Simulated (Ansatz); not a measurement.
Program: Ansatz 0.2.0.

Basis-set series for `S[Si]Br`. The species carries charge 0 and has multiplicity 1. The structure was optimised at the PBE0-D4/def2-TZVP level. It is one conformer, not always the lowest.

```xyz
4

S     0.920   -0.132   -0.659
Si   -0.746   -0.293    0.662
Br   -1.434    1.851    0.501
H     1.260   -1.426   -0.504
```

| functional | basis | functions | energy (Eh) | HOMO (eV) | LUMO (eV) |
| --- | --- | --- | --- | --- | --- |
| PBE0-D4 | def2-SVP | 73 | -3261.40515 | -7.15 | -2.56 |
| PBE0-D4 | def2-TZVPP | 146 | -3261.95915 | -7.20 | -2.60 |
| ωB97M-V | def2-SVP | 73 | -3261.78076 | -9.12 | -0.54 |
| ωB97M-V | def2-TZVPP | 146 | -3262.33241 | -9.21 | -0.64 |

(1) Give the rows for def2-QZVPP. (Best estimate.)

Answers

(1) The calculation gave: 
| functional | basis | functions | energy (Eh) | HOMO (eV) | LUMO (eV) |
| --- | --- | --- | --- | --- | --- |
| PBE0-D4 | def2-QZVPP | 259 | -3262.03333 | -7.22 | -2.63 |
| ωB97M-V | def2-QZVPP | 259 | -3262.40369 | -9.24 | -0.70 |

Scalar relativity is left out up to krypton.
